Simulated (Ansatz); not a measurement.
`C#[C][AlH][GeH3]`, relaxed with RKS PBE0-D4/def2-TZVP in the Gaussian-basis code of Ansatz from a PBE-D4/def2-SVP geometry. The force threshold is 0.005 eV/Å; the program also tests the step.

Charge 0, multiplicity 1.

Start:

```xyz
9

C     1.810   -1.208    2.037
C     1.437   -0.690    0.980
Al    0.815    0.114   -0.646
Ge   -1.588    0.685   -0.840
H     2.141   -1.663    2.963
H     1.871    0.366   -1.818
H    -2.208    1.151    0.507
H    -1.865    1.800   -1.887
H    -2.413   -0.555   -1.297
```

| step | energy (eV) | largest force (eV/Å) | largest move (Å) |
| --- | --- | --- | --- |
| 1 | -65256.7619 | 1.900 | 0.000 |
| 2 | -65256.8011 | 0.149 | 0.045 |
| 3 | -65256.8017 | 0.042 | 0.008 |
| 4 | -65256.8018 | 0.009 | 0.006 |
| 5 | -65256.8018 | 0.004 | 0.001 |

End:

```xyz
9

C     1.789   -1.195    2.015
C     1.430   -0.687    0.975
Al    0.817    0.113   -0.642
Ge   -1.581    0.678   -0.831
H     2.110   -1.642    2.928
H     1.863    0.361   -1.802
H    -2.186    1.140    0.507
H    -1.850    1.786   -1.868
H    -2.392   -0.554   -1.283
```

It took 31 s on 2 threads of an Arm Neoverse V1 on a shared host, with 0.44 GiB of host memory at the peak.
